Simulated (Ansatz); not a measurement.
C₇H₇O, doublet, geometry from GFN2-xTB; BLYP/STO-3G (Ansatz, a first-principles code).

Here is a job for Ansatz.
Ansatz 0.2 input:
```yaml
crystal:
  periodic: [false, false, false]
  atoms:
    - {symbol: C, position_ang: [-2.81768532, -0.32396682, -0.28307830]}
    - {symbol: C, position_ang: [-1.33807357, -0.15438107, -0.11596451]}
    - {symbol: C, position_ang: [-0.45240414, -0.50055926, -1.12825950]}
    - {symbol: C, position_ang: [0.91087715, -0.33804004, -0.99052910]}
    - {symbol: C, position_ang: [1.44538695, 0.18809075, 0.19017884]}
    - {symbol: O, position_ang: [2.79470630, 0.33489593, 0.29488929]}
    - {symbol: C, position_ang: [0.54307014, 0.51966633, 1.16818007]}
    - {symbol: C, position_ang: [-0.80371845, 0.37218053, 1.06496024]}
    - {symbol: H, position_ang: [-3.04678168, -1.32160158, -0.65455207]}
    - {symbol: H, position_ang: [-3.20055120, 0.39872599, -1.00414380]}
    - {symbol: H, position_ang: [-3.33746755, -0.17506653, 0.65995238]}
    - {symbol: H, position_ang: [-0.84191564, -0.90944101, -2.04981453]}
    - {symbol: H, position_ang: [1.59798091, -0.60875677, -1.77773074]}
    - {symbol: H, position_ang: [3.00717248, 0.70565301, 1.15923371]}
    - {symbol: H, position_ang: [-1.46080448, 0.65337680, 1.87501403]}
basis:
  gaussian:
    orbitals: STO-3G
hamiltonian:
  xc: blyp
magnetization: {spin_polarized: true, initial_magnetization: 1}
```

What does Ansatz print? Leave out banner, timings and long lists.


```
Functional definition: BLYP
670 factors; integrals over basis functions are off by at most 4.4e-5 eV
mean field evaluation 1: about -9293.2833 eV, gradient 9.4e0 eV
mean field evaluation 2: about -9292.8480 eV, gradient 1.3e1 eV
mean field evaluation 4: about -9293.8423 eV, gradient 1.8e0 eV
mean field evaluation 8: about -9293.6319 eV, gradient 7.4e-2 eV
mean field evaluation 16: about -9293.6320 eV, gradient 8.9e-5 eV
mean field -9293.63199066 eV, -341.5346762068 hartree, gradient 8.9e-5 eV, S^2 0.755732; 1 other end points of the search recorded, 0 dependent functions left out
reference -9293.63229230 eV, -341.5346872918 hartree; 29, 28 occupied and 18, 19 virtual orbitals, 670 factors
Total energy: -9293.63229230 eV, -341.5346872918 hartree
```
